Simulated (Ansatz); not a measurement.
This geometry of H$_{4}$SeSi (6 atoms, charge 0, multiplicity 1) is a first-order saddle point.

Method: Ansatz, RKS PBE0/def2-SVP.

```xyz
6
Properties=species:S:1:pos:R:3
Si -0.156 -0.206 -0.529
Se 1.309 0.092 1.213
H -1.421 0.512 -0.202
H -0.439 -1.657 -0.732
H 0.424 0.343 -1.790
H 0.325 0.853 1.994
```

Question: Which two structures does it join? (They come from a converged band through this point; their orientation in space is the band's.)

Answer: No bond is made or broken. The dihedral H3–Si1–Se2–H6 goes from -61 to 69°.

First end point:

```xyz
6
Properties=species:S:1:pos:R:3
Si -0.244 -0.233 -0.475
Se 0.904 -0.252 1.501
H -1.615 0.337 -0.315
H -0.337 -1.667 -0.873
H 0.479 0.539 -1.528
H 0.855 1.212 1.642
```

Last end point:

```xyz
6
Properties=species:S:1:pos:R:3
Si -0.204 -0.090 -0.537
Se 1.222 0.731 1.050
H -1.567 0.513 -0.441
H -0.325 -1.574 -0.431
H 0.416 0.281 -1.841
H 0.501 0.076 2.153
```

Question: How far does it lie above each of them?

Answer: 0.042 eV above the first and 0.040 eV above the second. This is the barrier of this one path; another mechanism may lie lower.

Run time: 2.5 min on 1 thread of Intel(R) Xeon(R) Processor @ 2.50GHz (Skylake/Cascade Lake), with other jobs on the host, peak memory 0.14 GiB.
